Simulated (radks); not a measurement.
Q: Numerical settings for the europium ion Eu53+, [Ne]. Calculated with a radial shooting solver on a logarithmic mesh with Libxc functionals: Dirac Kohn-Sham, PBEsol, spin-unpolarised, spherical densities, point nucleus. The defaults (mesh step 0.008 in ln r, mesh end at 40 bohr or more with all orbitals vanishing there, Anderson mixing 0.5 over 9 steps, residual threshold near 1e-9 with the energy settled to 1e-9 hartree or 1e-11 of itself, here a cap of 81 iterations) give E = -7772.7637 hartree and 2p3/2 at -10758.0 eV in 13 iterations. Run on one thread of a shared host, so times are rough (Arm Neoverse N1): 0.06 s of CPU time, 0.06 s wall, 13 iterations on 2476 mesh points. One setting is changed at a time: mesh step in ln r 0.12; mesh step in ln r 0.03; mesh step in ln r 0.003; mesh end (bohr) 5; mesh end (bohr) 2; residual threshold 1e-05; residual threshold 0.001; mixing 0.2; linear mixing, mixing 0.5; linear mixing, mixing 1; mixing history 20; iteration cap 8. Which runs fail to converge, and which converge to a wrong energy?

A: Not converged within the cap: mesh step in ln r 0.12; iteration cap 8. No run marked as converged misses the energy by more than 1 mhartree.
